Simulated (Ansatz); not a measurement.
CH5CuO2 (`C[O][Cu-][OH2+]`). Total charge 0; spin multiplicity 1. Geometry: relaxed with PBE0-D4/def2-TZVP. It is one conformer, not always the lowest.

```xyz
9

C    -1.416    0.537    1.256
O    -0.281    1.000    0.607
Cu    0.667   -0.020   -0.500
O     1.787   -1.019   -1.725
H    -1.831    1.343    1.882
H    -2.224    0.225    0.572
H    -1.226   -0.316    1.930
H     1.829   -0.631   -2.605
H     2.694   -1.118   -1.416
```

What is the dipole moment at PBE/def2-TZVPP? (An estimate is asked.)

Computed: 6.40 D, with components (4.09, -2.72, -4.09) D in this frame, pointing from negative to positive charge.

And with r2SCAN, B3LYP, ωB97M-V? (An estimate is asked.)

The calculation gave: r2SCAN 6.68 D, B3LYP 6.87 D, ωB97M-V 7.20 D.

Give the Mulliken charges with PBE, B3LYP, r2SCAN in def2-TZVPP. (Estimate.)

Computed: 
| atom | PBE | B3LYP | r2SCAN |
| --- | --- | --- | --- |
| C1 | -0.05 | -0.03 | 0.10 |
| O2 | -0.44 | -0.53 | -0.53 |
| Cu3 | 0.04 | 0.15 | 0.13 |
| O4 | -0.20 | -0.24 | -0.26 |
| H5 | 0.07 | 0.07 | 0.03 |
| H6 | 0.06 | 0.05 | 0.02 |
| H7 | 0.06 | 0.05 | 0.02 |
| H8 | 0.23 | 0.23 | 0.24 |
| H9 | 0.23 | 0.23 | 0.24 |

B3LYP here is the variant with VWN-RPA as its local correlation; programs differ in this.
